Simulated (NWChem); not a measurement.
# InH, singlet; SMILES [InH]

```xyz
2

In     0.0000     0.0000    -0.0141
H      0.0000     0.0000    -1.8774
```
Atoms are numbered in this order, from 1.

Results from NWChem. Low-valent species are run as closed-shell singlets; no triplet was tried in these runs. Coordinates come from a PBE0/def2-SVP (def2 core potentials past Kr) optimisation. GIAO values for the isolated, static molecule; σ is the absolute isotropic shielding, δ = σ(reference) − σ with the isolated reference molecule computed at the same levels (1H: tetramethylsilane). Spin-orbit effects, on the heavy nuclei and on their neighbours, are missing.

For level PBE0/x2c-SVPall-s, scalar ZORA without spin-orbit coupling:

```
Item          Value
-----------  ------
σ In1 (ppm)  1717.2
δ H2 (ppm)     9.54
```

Problem. How do the values read with level PBE0/x2c-TZVPall-s, scalar ZORA without spin-orbit coupling instead?

Solution. 
| Property | Value |
|---|---|
| σ In1 (ppm) | 1772.1 |
| δ H2 (ppm) | 9.31 |
